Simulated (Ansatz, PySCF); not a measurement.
Energy difference 3 R1 + R2 → P1 + 2 P2 + P3, each structure at its B3LYP-D3(BJ)/def2-TZVP stationary point, reached from a drawn start (curvature not checked).
P1: CH4 (SMILES C), charge 0, multiplicity 1.
R1: H2 (SMILES [H][H]), charge 0, multiplicity 1.
P2: HF (SMILES F), charge 0, multiplicity 1.
P3: SiH4 (SMILES [SiH4]), charge 0, multiplicity 1.
R2: CH4F2Si (SMILES C[SiH](F)F), charge 0, multiplicity 1.

P less R. No zero-point or thermal terms.

Correlated levels freeze the cores.

Programs: Ansatz (a first-principles code) with Gaussian orbitals; PySCF for the D3/D4 terms. No computed number here is a measurement.

PBE/def2-TZVPP gives 50.43 kcal/mol for the reaction energy.

Where do these levels fall relative to PBE: PBE-D3(BJ)/def2-TZVPP, r2SCAN/def2-TZVPP, PBE0/def2-TZVPP, wB97M-V/def2-TZVPP, B2PLYP/def2-TZVPP, MP2/cc-pV(Q+d)Z, CCSD(T)/cc-pV(Q+d)Z.

PBE-D3(BJ)/def2-TZVPP 1.01; r2SCAN/def2-TZVPP 7.43; PBE0/def2-TZVPP -0.89; wB97M-V/def2-TZVPP 5.25; B2PLYP/def2-TZVPP 3.90; MP2/cc-pV(Q+d)Z 8.23; CCSD(T)/cc-pV(Q+d)Z 5.25 kcal/mol. 6 of 7 lie above PBE; the widest gap is to MP2/cc-pV(Q+d)Z.
